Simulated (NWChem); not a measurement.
Species: AlBr3; SMILES [Al]([Br])([Br])[Br]

```xyz
4

Al     0.0000     0.0000     0.0000
Br    -2.2263     0.3237     0.0000
Br     1.3935     1.7662     0.0000
Br     0.8328    -2.0899     0.0000
```
Atoms are numbered in this order, from 1.

Results from NWChem. Coordinates come from a B3LYP/6-31G* (spherical d) optimisation. Vzz is the largest principal value of the second derivative of the potential at the nucleus (NWChem prints the opposite sign); η is the asymmetry. Non-relativistic.

```csv
level,Vzz Al1 (a.u.),η Al1,Vzz Br4 (a.u.),η Br4,relative time
PBE/def2-TZVP,0.737,0.00,3.253,0.31,1
PBE/cc-pVTZ,0.786,0.00,3.142,0.32,10
CAM-B3LYP/cc-pVTZ,0.871,0.00,3.194,0.31,30
CAM-B3LYP/def2-SVP,0.646,0.00,3.286,0.27,1
```

Times are rough ratios from one shared machine.
